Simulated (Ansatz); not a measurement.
Several settings on one geometry of the cluster ZrS₂ (the lowest singlet isomer of a short search) (that of the charge 0 singlet, B3LYP-D4/def2-TZVP). Ansatz on 4 threads of Arm Neoverse V2 on a shared host; times are rough.

```xyz
3

Zr    0.3818   -0.2283    1.3398
S     0.2056   -0.8161   -0.9414
S    -0.5874    1.0444   -0.3984
```

Totals from different functionals, basis sets or treatments of relativity can't be compared as stabilities.

In the def2 sets Zr takes a core potential; there is no spin–orbit coupling.

At B3LYP-D4/def2-TZVP a triplet lies 0.10 eV below the restricted singlet of charge 0, at its own geometry.

(1) Give the basis size and estimate the energy, ⟨S²⟩, dipole and time of these runs.

```csv
run,method,charge,state,further keys
1,RKS BHLYP-D4/def2-mTZVP,0,singlet,–
2,UKS r2SCAN-rVV10/def2-mTZVPP,0,singlet,scf: {omitted_lower_state_checks: [starts]}; forces asked
3,RKS r2SCAN0-D3(BJ)-ATM/def2-mTZVP,0,singlet,scf: {omitted_lower_state_checks: [starts]}; forces asked
```

## Answers

(1) 
```csv
run,functions,energy (Eh),⟨S²⟩,dipole (D),wall time
1,77,-843.3235,–,–,1.1 s
2,87,-843.3403,0.86,4.74,31 s
3,77,-843.3356,–,4.05,2.2 s
```

The restricted singlet is unstable towards broken spin symmetry at other levels; at RKS BHLYP-D4/def2-mTZVP, RKS r2SCAN0-D3(BJ)-ATM/def2-mTZVP this wasn't settled. At UKS r2SCAN-rVV10/def2-mTZVPP the unrestricted singlet has broken spin symmetry (⟨S²⟩ up to 0.86).
